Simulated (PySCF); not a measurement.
# Copper: highly charged ions in a basis for the neutral atom

Cu⁶⁺ [Ar] 3d5, Cu⁷⁺ [Ar] 3d4. Calculation: PySCF 2.14, in aug-cc-pVDZ-DK; scalar relativity by spin-free X2C-1e. No spin-orbit coupling, so a gap to NIST mixes the basis error with missing relativistic terms.

Changed run: basis of the neutral atom used for a highly charged ion. This setting is unsound on purpose.

```csv
species,method,sound run (hartree),changed run (hartree),converged
Cu⁶⁺,UHF,not run,-1642.32258,yes
Cu⁶⁺,r2SCAN,not run,-1643.39077,yes
Cu⁶⁺,B3LYP,not run,-1643.41446,yes
Cu⁷⁺,UHF,not run,-1637.21278,yes
Cu⁷⁺,r2SCAN,not run,-1638.24460,yes
Cu⁷⁺,B3LYP,not run,-1638.26924,yes
```

Ionisation energy of Cu⁶⁺:

```
method  changed run (eV)  NIST (eV)
   UHF            139.04  139 ± 1.2
r2SCAN            140.03  139 ± 1.2
 B3LYP            140.01  139 ± 1.2
```

The contracted functions were made for the neutral atom and can be too rigid for a highly charged ion.
